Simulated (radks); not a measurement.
Fractional charge and spin in the 3s shell of argon: the spin-up occupation runs from 0 to 1 and the spin-down occupation from 0 to 1; the fullest corner is Ar, [Ne] 3p6 3s(up 1, down 1). Calculated with a radial shooting solver on a logarithmic mesh with Libxc functionals: non-relativistic Kohn-Sham, r2SCAN, spin-polarised, spherical densities, point nucleus; meta-GGA in the generalised Kohn-Sham scheme. Energy (eV) minus the two flat planes that join the four corners (they meet along the diagonal where the two added fractions sum to one electron); zero is where a piecewise linear energy would lie.

down \ up       0     0.5       1
0           0.000  -1.676   0.000
0.5        -1.676   0.470  -1.506
1           0.000  -1.506   0.000

Corners above the fullest one (they belong to Ar+ and the next ion): (up 1, down 0) 31.106 eV, (up 0, down 1) 31.106 eV, (up 0, down 0) 76.837 eV. With half an added electron in each spin the energy lies 0.470 eV from the planes, and with half an added electron in spin up alone -1.676 eV. The planes are only a guide here: the flat-plane condition holds for ground states with one frontier orbital, while this shell lies below other occupied shells, so the corners above the fullest one are inner-hole states and not the ground states of those ions.
